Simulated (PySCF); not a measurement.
C₄H₃S (SMILES [c]1ccsc1), doublet, geometry from GFN2-xTB; CAMB3LYP/6-31G** run with PySCF.

Input for PySCF:
```python
from pyscf import gto, scf, dft

mol = gto.Mole()
mol.atom = '''
    S    -0.004261    0.013358    1.148053
    C     0.019290    1.290200   -0.067535
    C    -0.017288   -1.194830   -0.085886
    C     0.015705    0.730941   -1.268439
    C    -0.004656   -0.668486   -1.339947
    H     0.033109    2.310608    0.249309
    H    -0.033643   -2.228570    0.199628
    H    -0.009603   -1.242711   -2.246940
'''
mol.basis = '6-31g**'
mol.charge = 0
mol.spin = 1
mol.verbose = 4
mol.build()

mf = dft.UKS(mol)
mf.xc = 'camb3lyp'
mf.diis = False
mf.max_cycle = 100
mf.kernel()
```

It wrote (shortened):

```
PySCF version 2.14.0

[INPUT] verbose = 4
[INPUT] num. atoms = 8
[INPUT] num. electrons = 43
[INPUT] charge = 0
[INPUT] spin (= nelec alpha-beta = 2S) = 1
[INPUT] symmetry False subgroup None
[INPUT] Mole.unit = angstrom
[INPUT] Symbol           X                Y                Z      unit          X                Y                Z       unit  Magmom
[INPUT]  1 S     -0.004261000000   0.013358000000   1.148053000000 AA   -0.008052123017   0.025242961572   2.169505746485 Bohr   0.0
[INPUT]  2 C      0.019290000000   1.290200000000  -0.067535000000 AA    0.036452816943   2.438124645914  -0.127622653823 Bohr   0.0
[INPUT]  3 C     -0.017288000000  -1.194830000000  -0.085886000000 AA   -0.032669585241  -2.257901465414  -0.162301017934 Bohr   0.0
[INPUT]  4 C      0.015705000000   0.730941000000  -1.268439000000 AA    0.029678148786   1.381278303216  -2.397002315717 Bohr   0.0
[INPUT]  5 C     -0.004656000000  -0.668486000000  -1.339947000000 AA   -0.008798564836  -1.263255458106  -2.532132851433 Bohr   0.0
[INPUT]  6 H      0.033109000000   2.310608000000   0.249309000000 AA    0.062566942258   4.366416301229   0.471125730389 Bohr   0.0
[INPUT]  7 H     -0.033643000000  -2.228570000000   0.199628000000 AA   -0.063576056009  -4.211386949422   0.377242246795 Bohr   0.0
[INPUT]  8 H     -0.009603000000  -1.242711000000  -2.246940000000 AA   -0.018147039974  -2.348383441984  -4.246101218330 Bohr   0.0

nuclear repulsion = 193.341966095775
number of shells = 41
number of NR pGTOs = 180
number of NR cGTOs = 89
basis = 6-31g**
ecp = {}

******** <class 'pyscf.dft.uks.UKS'> ********
method = UKS
initial guess = minao
damping factor = 0
level_shift factor = 0
DIIS disabled
SCF conv_tol = 1e-09
SCF conv_tol_grad = None
SCF max_cycles = 100
direct_scf = True
direct_scf_tol = 1e-13
number electrons alpha = 22  beta = 21
XC library pyscf.dft.libxc version 7.1.2
    S. Lehtola, C. Steigemann, M. J. T. Oliveira, and M. A. L. Marques,  SoftwareX 7, 1–5 (2018)
XC functionals = camb3lyp
    T. Yanai, D. P. Tew, and N. C. Handy,  Chem. Phys. Lett. 393, 51 (2004)
radial grids:
    Treutler-Ahlrichs [JCP 102, 346 (1995); DOI:10.1063/1.469408] (M4) radial grids

becke partition: Becke, JCP 88, 2547 (1988); DOI:10.1063/1.454033
pruning grids: <function nwchem_prune>
grids dens level: 3
symmetrized grids: False
atomic radii adjust function: <function treutler_atomic_radii_adjust>
small_rho_cutoff = 0
Set gradient conv threshold to 3.16228e-05
tot grids = 104776
init E= -553.243336580004

cycle= 1 E= -552.184737778155  delta_E= 1.06  |g|= 0.158  |ddm|= 2.21
cycle= 2 E= -552.199659512575  delta_E= -0.0149  |g|= 0.108  |ddm|= 0.335
cycle= 3 E= -552.197162124604  delta_E= 0.0025  |g|= 0.133  |ddm|= 0.261
cycle= 4 E= -552.189948127001  delta_E= 0.00721  |g|= 0.175  |ddm|= 0.32
cycle= 5 E= -552.176101990774  delta_E= 0.0138  |g|= 0.236  |ddm|= 0.435
cycle= 6 E= -552.150051524426  delta_E= 0.0261  |g|= 0.317  |ddm|= 0.586
cycle= 7 E= -552.099204542773  delta_E= 0.0508  |g|= 0.441  |ddm|= 0.788
cycle= 8 E= -551.995501080716  delta_E= 0.104  |g|= 0.607  |ddm|=  1.1
cycle= 9 E= -551.725097295245  delta_E= 0.27  |g|= 0.936  |ddm|= 1.53
cycle= 10 E= -550.640650143741  delta_E= 1.08  |g|= 1.58  |ddm|= 2.98
cycle= 11 E= -542.584981538382  delta_E= 8.06  |g|= 3.89  |ddm|= 7.69
cycle= 12 E= -514.060458749079  delta_E= 28.5  |g|= 6.16  |ddm|= 13.5
cycle= 13 E= -490.994861497851  delta_E= 23.1  |g|= 7.25  |ddm|= 14.5
cycle= 14 E= -487.941672164109  delta_E= 3.05  |g|= 5.48  |ddm|= 12.9

cycle= 15 E= -398.399525249946  delta_E= 89.5  |g|= 8.67  |ddm|= 17.1

cycle= 16 E= -482.754020195232  delta_E= -84.4  |g|= 4.67  |ddm|= 18.3

cycle= 17 E= -344.464909914365  delta_E=  138  |g|=  8.7  |ddm|= 18.5

cycle= 18 E= -443.073127496536  delta_E= -98.6  |g|= 4.71  |ddm|= 20.4

cycle= 19 E= -320.461078993338  delta_E=  123  |g|= 9.89  |ddm|= 20.1

cycle= 20 E= -443.245423962788  delta_E= -123  |g|= 4.72  |ddm|=   20
cycle= 21 E= -320.358787798614  delta_E=  123  |g|= 9.89  |ddm|=   20

cycle= 22 E= -443.248609106975  delta_E= -123  |g|= 4.72  |ddm|=   20
cycle= 23 E= -320.355150404679  delta_E=  123  |g|= 9.89  |ddm|=   20

cycle= 24 E= -443.248676334078  delta_E= -123  |g|= 4.72  |ddm|=   20
cycle= 25 E= -320.354882551665  delta_E=  123  |g|= 9.89  |ddm|=   20

cycle= 26 E= -443.24867548196  delta_E= -123  |g|= 4.72  |ddm|=   20
cycle= 27 E= -320.354855193932  delta_E=  123  |g|= 9.89  |ddm|=   20

cycle= 28 E= -443.248675135843  delta_E= -123  |g|= 4.72  |ddm|=   20
cycle= 29 E= -320.354852204748  delta_E=  123  |g|= 9.89  |ddm|=   20

cycle= 30 E= -443.248675089306  delta_E= -123  |g|= 4.72  |ddm|=   20
cycle= 31 E= -320.354851873502  delta_E=  123  |g|= 9.89  |ddm|=   20

cycle= 32 E= -443.248675083865  delta_E= -123  |g|= 4.72  |ddm|=   20
cycle= 33 E= -320.354851836675  delta_E=  123  |g|= 9.89  |ddm|=   20

cycle= 34 E= -443.24867508325  delta_E= -123  |g|= 4.72  |ddm|=   20
cycle= 35 E= -320.354851832581  delta_E=  123  |g|= 9.89  |ddm|=   20

cycle= 36 E= -443.248675083184  delta_E= -123  |g|= 4.72  |ddm|=   20
cycle= 37 E= -320.35485183212  delta_E=  123  |g|= 9.89  |ddm|=   20

cycle= 38 E= -443.248675083175  delta_E= -123  |g|= 4.72  |ddm|=   20
cycle= 39 E= -320.354851832072  delta_E=  123  |g|= 9.89  |ddm|=   20

cycle= 40 E= -443.248675083178  delta_E= -123  |g|= 4.72  |ddm|=   20
cycle= 41 E= -320.354851832066  delta_E=  123  |g|= 9.89  |ddm|=   20

cycle= 42 E= -443.248675083178  delta_E= -123  |g|= 4.72  |ddm|=   20
cycle= 43 E= -320.354851832066  delta_E=  123  |g|= 9.89  |ddm|=   20

cycle= 44 E= -443.248675083178  delta_E= -123  |g|= 4.72  |ddm|=   20
cycle= 45 E= -320.354851832065  delta_E=  123  |g|= 9.89  |ddm|=   20

cycle= 46 E= -443.248675083178  delta_E= -123  |g|= 4.72  |ddm|=   20
cycle= 47 E= -320.354851832067  delta_E=  123  |g|= 9.89  |ddm|=   20

cycle= 48 E= -443.248675083176  delta_E= -123  |g|= 4.72  |ddm|=   20
cycle= 49 E= -320.354851832068  delta_E=  123  |g|= 9.89  |ddm|=   20

cycle= 50 E= -443.248675083177  delta_E= -123  |g|= 4.72  |ddm|=   20
cycle= 51 E= -320.354851832066  delta_E=  123  |g|= 9.89  |ddm|=   20

cycle= 52 E= -443.248675083179  delta_E= -123  |g|= 4.72  |ddm|=   20
cycle= 53 E= -320.354851832066  delta_E=  123  |g|= 9.89  |ddm|=   20

cycle= 54 E= -443.248675083176  delta_E= -123  |g|= 4.72  |ddm|=   20
cycle= 55 E= -320.354851832069  delta_E=  123  |g|= 9.89  |ddm|=   20

cycle= 56 E= -443.248675083178  delta_E= -123  |g|= 4.72  |ddm|=   20
cycle= 57 E= -320.354851832067  delta_E=  123  |g|= 9.89  |ddm|=   20

cycle= 58 E= -443.248675083173  delta_E= -123  |g|= 4.72  |ddm|=   20
cycle= 59 E= -320.354851832067  delta_E=  123  |g|= 9.89  |ddm|=   20

cycle= 60 E= -443.248675083175  delta_E= -123  |g|= 4.72  |ddm|=   20
cycle= 61 E= -320.354851832069  delta_E=  123  |g|= 9.89  |ddm|=   20

cycle= 62 E= -443.248675083176  delta_E= -123  |g|= 4.72  |ddm|=   20
cycle= 63 E= -320.354851832066  delta_E=  123  |g|= 9.89  |ddm|=   20

cycle= 64 E= -443.248675083178  delta_E= -123  |g|= 4.72  |ddm|=   20
cycle= 65 E= -320.354851832067  delta_E=  123  |g|= 9.89  |ddm|=   20

cycle= 66 E= -443.248675083177  delta_E= -123  |g|= 4.72  |ddm|=   20
cycle= 67 E= -320.354851832068  delta_E=  123  |g|= 9.89  |ddm|=   20

cycle= 68 E= -443.248675083176  delta_E= -123  |g|= 4.72  |ddm|=   20
cycle= 69 E= -320.354851832067  delta_E=  123  |g|= 9.89  |ddm|=   20

cycle= 70 E= -443.248675083177  delta_E= -123  |g|= 4.72  |ddm|=   20
cycle= 71 E= -320.354851832064  delta_E=  123  |g|= 9.89  |ddm|=   20

cycle= 72 E= -443.248675083178  delta_E= -123  |g|= 4.72  |ddm|=   20
cycle= 73 E= -320.354851832067  delta_E=  123  |g|= 9.89  |ddm|=   20

cycle= 74 E= -443.248675083178  delta_E= -123  |g|= 4.72  |ddm|=   20
cycle= 75 E= -320.354851832064  delta_E=  123  |g|= 9.89  |ddm|=   20

cycle= 76 E= -443.248675083179  delta_E= -123  |g|= 4.72  |ddm|=   20
cycle= 77 E= -320.354851832066  delta_E=  123  |g|= 9.89  |ddm|=   20

cycle= 78 E= -443.248675083178  delta_E= -123  |g|= 4.72  |ddm|=   20
cycle= 79 E= -320.354851832068  delta_E=  123  |g|= 9.89  |ddm|=   20

cycle= 80 E= -443.248675083174  delta_E= -123  |g|= 4.72  |ddm|=   20
cycle= 81 E= -320.354851832066  delta_E=  123  |g|= 9.89  |ddm|=   20

cycle= 82 E= -443.248675083179  delta_E= -123  |g|= 4.72  |ddm|=   20
cycle= 83 E= -320.354851832066  delta_E=  123  |g|= 9.89  |ddm|=   20

cycle= 84 E= -443.248675083178  delta_E= -123  |g|= 4.72  |ddm|=   20
cycle= 85 E= -320.354851832066  delta_E=  123  |g|= 9.89  |ddm|=   20

cycle= 86 E= -443.248675083174  delta_E= -123  |g|= 4.72  |ddm|=   20
cycle= 87 E= -320.354851832067  delta_E=  123  |g|= 9.89  |ddm|=   20

cycle= 88 E= -443.248675083175  delta_E= -123  |g|= 4.72  |ddm|=   20
cycle= 89 E= -320.354851832065  delta_E=  123  |g|= 9.89  |ddm|=   20

cycle= 90 E= -443.248675083181  delta_E= -123  |g|= 4.72  |ddm|=   20
cycle= 91 E= -320.354851832064  delta_E=  123  |g|= 9.89  |ddm|=   20

cycle= 92 E= -443.248675083174  delta_E= -123  |g|= 4.72  |ddm|=   20
cycle= 93 E= -320.354851832064  delta_E=  123  |g|= 9.89  |ddm|=   20

cycle= 94 E= -443.248675083181  delta_E= -123  |g|= 4.72  |ddm|=   20
cycle= 95 E= -320.354851832067  delta_E=  123  |g|= 9.89  |ddm|=   20

cycle= 96 E= -443.248675083176  delta_E= -123  |g|= 4.72  |ddm|=   20
cycle= 97 E= -320.354851832066  delta_E=  123  |g|= 9.89  |ddm|=   20

cycle= 98 E= -443.248675083173  delta_E= -123  |g|= 4.72  |ddm|=   20
cycle= 99 E= -320.354851832065  delta_E=  123  |g|= 9.89  |ddm|=   20

cycle= 100 E= -443.248675083177  delta_E= -123  |g|= 4.72  |ddm|=   20
SCF not converged.
SCF energy = -443.248675083177 after 100 cycles  <S^2> = 0.75000071  2S+1 = 2.0000007
```

The run did not converge; its last values are not results.
